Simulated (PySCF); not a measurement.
Sn(H)3(vinyl) (C₂H₆Sn), SMILES C=[CH][SnH3]. Geometry: r2SCAN-D4/def2-SVP. The def2 effective core potentials stand for the cores of Sn; spin–orbit coupling is left out.

Computed equilibrium geometry at r2SCAN-D4/def2-SVP (PySCF confirms it by a frequency run) as Cartesian coordinates in Å, and its point group:
point group Cs.
```xyz
9

Sn    -0.0231     0.5653     0.0000
C      0.5648    -1.4948     0.0000
C     -0.3176    -2.5024     0.0000
H      0.5851     1.3622     1.3913
H      0.5851     1.3622    -1.3913
H     -1.7361     0.6126     0.0000
H      1.6374    -1.7331     0.0000
H     -1.4019    -2.3344     0.0000
H      0.0041    -3.5525     0.0000
```
